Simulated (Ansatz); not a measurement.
Ansatz results at the PBE0-D4/def2-TZVP geometry: HOMO–LUMO gap (ωB97M-V/def2-TZVPP) 9.60 eV; HOMO–LUMO gap (PBE/def2-TZVPP) 3.48 eV; HOMO energy (PBE/def2-TZVPP) -5.68 eV.

Each molecule was computed in one conformer, which needn't be the lowest.

(1) Which molecule gave them?
A. `[CH3][Sc]([F])[Cl]`
B. `C[O][Sc]([O]C)[O]C`
C. `[NH2][Sc]([Cl])[Cl]`
D. `[CH3][Sc]([CH3])[Cl]`

Results:

(1) B. The others give `[NH2][Sc]([Cl])[Cl]`: 9.75, 3.39, -6.73; `[CH3][Sc]([CH3])[Cl]`: 8.89, 2.61, -5.85; `[CH3][Sc]([F])[Cl]`: 9.09, 2.80, -6.29.
